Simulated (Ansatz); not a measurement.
Molecule: Si$_{2}$H$_{4}$ (charge +1, doublet). SMILES of the parent species: [SiH][SiH3]

Atoms: Si1, H2, Si3, H4, H5, H6. Bonds: Si1-H2, Si1-Si3, Si3-H4, Si3-H5, Si3-H6.

Bond lengths (Å) and angles (degrees) optimised at HF/3-21G with Ansatz (an electronic-structure program); HF/6-31G* with Ansatz; PBE/6-31G* with Ansatz; B3LYP/LANL2DZ with Ansatz, each started from the B3LYP-D3(BJ)/def2-TZVP structure (Ansatz) of the last column. A row stands for all coordinates that are equal there. 6-31G* holds six Cartesian d functions. No wavenumbers were computed at PBE/6-31G*, B3LYP/LANL2DZ, so these may be saddle points.

```csv
coordinate,HF/3-21G,HF/6-31G*,PBE/6-31G*,B3LYP/LANL2DZ,B3LYP-D3(BJ)/def2-TZVP
Si1-H2,1.487,1.473,1.514,1.497,1.494
Si1-Si3,2.529,2.431,2.403,2.428,2.420
Si3-H4,1.472,1.464,1.498,1.479,1.478
Si3-H6,1.467,1.459,1.486,1.469,1.468
H2-Si1-Si3,125.0,121.8,119.0,122.4,118.2
Si1-Si3-H4,100.9,101.7,99.8,101.1,99.4
Si1-Si3-H6,102.7,105.0,107.9,105.9,107.2
H4-Si3-H5,115.7,115.0,114.1,114.2,114.9
H4-Si3-H6,116.3,115.3,116.1,115.8,116.2
```

Mean signed difference of all 5 bond lengths from B3LYP-D3(BJ)/def2-TZVP: HF/3-21G 0.018 Å, HF/6-31G* -0.009 Å, PBE/6-31G* 0.012 Å, B3LYP/LANL2DZ 0.003 Å.
